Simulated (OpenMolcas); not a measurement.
A calculation on Ne⁴⁺.

- Program: OpenMolcas
- Method: XMS-RASPT2, IPEA 0.25 Eh, imaginary shift 0.1 Eh (closed shells correlated: 1s)
- Basis: ANO-RCC-VTZP [4s3p2d1f]
- Scalar Hamiltonian: DKH2, point nucleus
- Active space: 4 electrons in 9 orbitals (RAS2 2s 2p; RAS3 3d, at most 2 electrons)
- State averaging: 2S+1 = 3 even, 3 roots; 2S+1 = 1 even, 6 roots; 2S+1 = 5 odd, 1 root; 2S+1 = 3 odd, 9 roots; 2S+1 = 1 odd, 8 roots
- Spin-orbit coupling: RASSI with atomic mean-field integrals over the reference wave functions, term energies averaged over their components

Q: Which level of the active space comes out lowest?

A: 2s² 2p² ³P₀, with 100 % of that term; it is also the measured ground level.

Q: How high does 2s 2p³ ¹D°₂ lie?

A: 272170 cm⁻¹ above the lowest level; measured 270564 cm⁻¹ above the ground level, so the calculation is off by +1 %.

Q: How high does 2s 2p³ ³P°₁ lie?

A: 209120 cm⁻¹ above the lowest level.

Q: How high does 2s 2p³ ³D°₃ lie?

A: 176310 cm⁻¹ above the lowest level; measured 175834 cm⁻¹ above the ground level, so the calculation is off by 0 %.

Measured values: NIST levels in Podobedova, Fuhr, Reader and Wiese, J. Phys. Chem. Ref. Data 33, 525 (2004).

CASPT2 breaks the degeneracy within a term, and the mean is taken; among the terms shown or strongly mixed into the levels shown the widest spread is 37 cm-1 (2s 2p³ ³D°). Active for correlation alone: 3d; no level in the range computed is led by a configuration that fills it, so any true level of that kind is missing. Measured partners are found by configuration, term and J. A level has none where our copy of the source lacks it or the pairing is in doubt (some pairs that miss far off the trend of their configuration count as doubtful), and it then counts in no deviation. Only configurations of the active space appear.

° marks odd parity.
